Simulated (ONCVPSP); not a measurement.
What one change does to a pseudopotential (Sn (Z = 50), ONCV)

ONCVPSP 4.0.1 input, shortened (lines: element, Z, core and valence counts, functional; n l f; lmax; l rc ep ncon nbas qcut; lloc lpopt rc5 dvloc0; l nproj debl; icmod fcfact rcfact), PBE, fully relativistic:

```
  Sn 50.00    8    3        4      upf
    1    0    2.00
    2    0    2.00
    2    1    6.00
    3    0    2.00
    3    1    6.00
    3    2   10.00
    4    0    2.00
    4    1    6.00
    4    2   10.00
    5    0    1.00
    5    1    3.00
    2
    0    1.90    0.00    3    6    2.70
    1    1.90    0.00    4    7    3.50
    2    1.60    0.00    3    8    9.80
    4    1    1.15    3.00
    0    2    3.40
    1    3    2.80
    2    2    3.60
    3    4.25    1.70
```

Open shells are filled in proportion to 2j + 1.

All-electron outer shells of the reference configuration (PBE, scalar-relativistic, ld1.x):

| shell | level (eV) | outermost node (bohr) | outermost maximum (bohr) |
| --- | --- | --- | --- |
| 4s | -135.48 | 0.40 | 0.74 |
| 4p | -91.24 | 0.41 | 0.79 |
| 4d | -27.32 | 0.39 | 0.88 |
| 5s | -11.41 | 0.98 | 1.99 |
| 5p | -4.32 | 1.09 | 2.52 |

Change: core correction Teter function, fcfact 7.7, rcfact 1.7.

Cutoffs: the cutoffs (Ha) at which the residual kinetic energy of the hardest occupied pseudo-wave falls to 1 and 0.1 mHa per electron; they do not see the model core or the augmentation charge, which bear on the density cutoff. Errors are all-electron minus pseudo energies relative to the spin-unpolarised reference configuration.

**Question.** What does the change do?

**Answer.** The potential gets neither clearly harder nor softer (34 Ha and 39 Ha → 34 Ha and 39 Ha); both files keep a bound ghost (p); of the 4 tests that both files solve, the error grows in 4 and shrinks in 0 by more than 15 % and 0.3 meV (median size 6.1 → 8.5 meV). A model core, the more so a compact one, raises the density cutoff, which this test does not measure.

```tsv
quantity	base	changed
cutoff, loose	34 Ha	34 Ha
cutoff, tight	39 Ha	39 Ha
bound ghosts	p3/2, p1/2	p3/2, p1/2
GHOST(+) flags under 300 eV	s at 16.7 eV	s at 16.7 eV
error for 4d10 5s2 5p2, meV [ΔE -6.96 eV]	-5.7	-8.3
error for 4d10 5s2 5p1, meV [ΔE -0.07 eV]	-6.5	-8.6
error for 4d10 5s2 5p0, meV [ΔE 13.90 eV]	-15	-25
error for 4d10 5s0 5p4, meV [ΔE 7.19 eV]	-4.7	-7.5
s: phases at 1.92 bohr within 0.05 rad from the reference energy up to (Ha; the scan ends near 5)	0.6	0.6
p3/2: phases at 1.92 bohr within 0.05 rad from the reference energy up to (Ha; the scan ends near 5)	to the end of the scan	to the end of the scan
p1/2: phases at 1.92 bohr within 0.05 rad from the reference energy up to (Ha; the scan ends near 5)	to the end of the scan	to the end of the scan
d5/2: phases at 1.63 bohr within 0.05 rad from the reference energy up to (Ha; the scan ends near 5)	to the end of the scan	to the end of the scan
d3/2: phases at 1.63 bohr within 0.05 rad from the reference energy up to (Ha; the scan ends near 5)	to the end of the scan	to the end of the scan
rms error of d²Exc/dni dnj with the model core, mHa	3.29	2.80
```

 A true bound ghost makes a file unfit for plane-wave use even where its test errors are small: the radial tests pick states by their node count and pass the ghost by.
